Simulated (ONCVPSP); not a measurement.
Configuration tests for Si (Z = 14) (ONCV)

```json
{"Element": "Si", "Generator": "ONCVPSP 4.0.1", "Type": "optimised norm-conserving Vanderbilt (ONCV)", "Functional": "PBE", "Relativity": "scalar-relativistic", "Frozen core": "[Ne]", "Valence charge": "4", "Reference configuration": "3s2 3p2", "Partial waves": "3s: rc 1.45 bohr, ncon 5, nbas 10, qcut 3.9 1/bohr, 3 projectors, debl 2.8 Ha; 3p: rc 1.55 bohr, ncon 4, nbas 8, qcut 4.9 1/bohr, 2 projectors, debl 2.6 Ha; d scattering state at 0.16 Ha: rc 1.50 bohr, ncon 3, nbas 8, qcut 7 1/bohr, 2 projectors, debl 2.2 Ha", "Local potential": "polynomial inside 1.35 bohr (lpopt 1, dvloc0 0 Ha)", "Core correction": "none"}
```

Energies are relative to the spin-unpolarised reference configuration 3s2 3p2; without spin polarisation the order of configurations can differ from experiment.

| valence configuration | charge | ΔE all-electron (eV) | error AE − PS (meV) |
| --- | --- | --- | --- |
| 3s2 3p1 | +1 | 7.740 | -1.6 |
| 3s2 3p0 | +2 | 23.733 | -5.6 |
| 3s2 3p1.5 | +0.5 | 2.921 | -0.4 |

What are ΔE and the potential's error for 3s1 3p0?

ΔE = 57.704 eV all-electron; the error (AE − PS) is +60 meV.

Levels in the configuration 3s2 3p1.5:

| level | all-electron (eV) | pseudo (eV) |
| --- | --- | --- |
| 3s | -14.728 | -14.728 |
| 3p | -7.677 | -7.678 |

Note: ghosts flagged at negative energy: s at -123.0 eV; GHOST(+) flags only above 600 eV. A true bound ghost makes a file unfit for plane-wave use.
